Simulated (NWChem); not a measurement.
System: GeNH₃F₂; SMILES [NH2][GeH]([F])[F]

Input file for NWChem:

```
start job
memory heap 200 mb stack 900 mb global 1100 mb
geometry units angstroms noautoz
  Ge    -0.021846     0.305514    -0.027017
  N      1.710645    -0.099483    -0.252221
  F     -0.843188    -0.239078    -1.443597
  F     -0.781009    -0.617130     1.231541
  H     -0.294054     1.781139     0.234611
  H      1.924019    -1.066298    -0.479553
  H      2.359417     0.254533     0.443777
end
basis spherical
  * library def2-svp
end
dft
  xc xperdew91 perdew91
  iterations 150
  mulliken
end
task dft energy
```

All runs use the structure optimised with PBE0/def2-SVP.

Problem. Give the results of this calculation. (PW91/def2-SVP.) Quantities: energy (Ha); highest occupied level (eV); orbital gap (eV); dipole (D).

Solution. The energy (Ha) is -2332.94, the highest occupied level (eV) is -6.67 and the orbital gap (eV) comes out as 6.16. The dipole (D) is 2.88.
